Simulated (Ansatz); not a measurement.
System: AlNOH4, charge 0, singlet. AlNOH4 (SMILES [NH2][AlH][OH]).
B3LYP-D3(BJ)/def2-TZVP minimum from Ansatz (an electronic-structure program):
```xyz
7

Al    -0.1754    -0.4321    -0.0546
H     -0.8297    -1.8442    -0.2802
O      1.2938    -0.2274     0.7792
H      1.8010    -0.9472     1.1542
N     -0.9482     1.0310    -0.6664
H     -0.5859     1.9652    -0.5583
H     -1.8178     1.0457    -1.1749
```

Total energies in cc-pV(D+d)Z, 18 correlated electrons, 7 frozen orbitals. Open shells are spin-unrestricted; no spin-orbit coupling. Cores are frozen in correlated methods. No relativity.

| method | program | energy (Eh) | minus CCSDT(Q) (mEh) |
|---|---|---|---|
| HF | Ansatz | -373.65877 | 465.73 |
| MP2 | Ansatz | -374.08835 | 36.15 |
| CCSD | Ansatz | -374.11311 | 11.40 |
| CCSD(T) | Ansatz | -374.12268 | 1.82 |
| CCSDT(Q) | Ansatz | -374.12450 | 0.00 |

Rough core times of Ansatz's runs on a shared machine: CCSD(T) under 20 s, CCSDT(Q) 3 min.
